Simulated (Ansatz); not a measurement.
A made-up structure of CH3NaZn, singlet:

C1  (-0.625, 0.521, -0.474)
Zn2  (0.707, -0.589, 0.536)
Na3  (0.435, 2.452, 0.503)
H4  (-1.541, -0.048, -0.664)
H5  (-0.215, 0.837, -1.439)
H6  (-0.893, 1.419, 0.092)
(Å)

It is relaxed with PBE-D4/def2-SVP and then PBE0-D4/def2-TZVP (Ansatz 0.2.0). Atoms count as bonded within 1.22 times the sum of their covalent radii (H–H: 0.88 Å). The end point is not checked to be a true minimum.

(1) Does its bonding change? (A judgement: the text doesn't fix the answer.)

Results:

(1) The calculation gives: Yes. Formed: none; broken: C1–Na3, Na3–H6.

Where it ends: The first stage lowers the energy by 1.44 eV in 19 steps. It ends as CH₃NaZn ([CH3][Zn][Na]):
C1  (-1.095, 0.391, -0.688)
Zn2  (0.481, 1.189, 0.265)
Na3  (2.683, 2.302, 1.597)
H4  (-1.115, -0.696, -0.563)
H5  (-1.053, 0.609, -1.760)
H6  (-2.033, 0.797, -0.295)
(Å)

Labels in which every atom is bracketed show which atoms are joined, not bond orders.

For scale, one of the runs: PBE0-D4/def2-TZVP relaxation, 129 basis functions, launched by `ansatz run in.yaml --threads 2 --pin off --events-out ev --progress --plain --max-ram 4352MiB`. The run took about 21 s on 2 CPU threads of an Arm Neoverse V1 (shared host).
